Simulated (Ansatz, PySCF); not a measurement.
Molecule: InCl2 (charge 0, doublet). It need not be the lowest isomer of its formula. SMILES: [Cl][In][Cl]
Geometry: optimised at B3LYP-D3(BJ)/def2-TZVP (Ansatz, a first-principles code).

Wanted: atomisation energy (electronic, to ground-state atoms), in eV. Cores are frozen in the correlated levels unless marked. Open shells are spin-unrestricted. No spin-orbit coupling. The frozen core is the preceding noble-gas configuration, with the filled d and f shells of earlier blocks. In def2 rows, elements after Kr have scalar-relativistic effective core potentials. The coupled-cluster limit lacks core correlation, which all-electron functionals hold. Basis-set limits of correlation are two-point, X^-3; Hartree-Fock from the larger set. The bracket is a focal-point correction in the basis named.

```
level                           program  atomisation energy (eV)
-----------------------  --------------  -----------------------
BP86-D3(BJ)/def2-TZVPD    PySCF + dftd3                     6.71
TPSS-D3(BJ)/def2-TZVPD    PySCF + dftd3                     6.73
M06-L/def2-TZVPD                  PySCF                     6.86
B97M-V/def2-TZVPD                Ansatz                     6.79
B3LYP-D3(BJ)/def2-TZVPD  Ansatz + dftd3                     6.34
BHLYP-D4/def2-TZVPD      Ansatz + dftd4                     6.17
TPSSh-D3(BJ)/def2-TZVPD   PySCF + dftd3                     6.66
```

### Question
Predict the RI-MP2/CBS(def2-TZVPPD,def2-QZVPPD)+[CCSD(T)-MP2]/def2-TZVPPD result (Ansatz).

### Answer
6.67 eV, so TPSSh-D3(BJ)/def2-TZVPD differs from it by -0.01 eV.
